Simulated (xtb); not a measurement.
xtb input:

```bash
xtb mol.xyz --gfn 1 --sp --chrg 0 --uhf 0
```
mol.xyz:
```
3

Zn     0.00000000     0.00000000     0.00000000
I     -0.00000000    -0.00000000    -2.43400609
I      0.00000000     0.00000000     2.43400609
```

Q: Which total energy does the run end on?

A: -8.80726 Eh (GFN1-xTB).
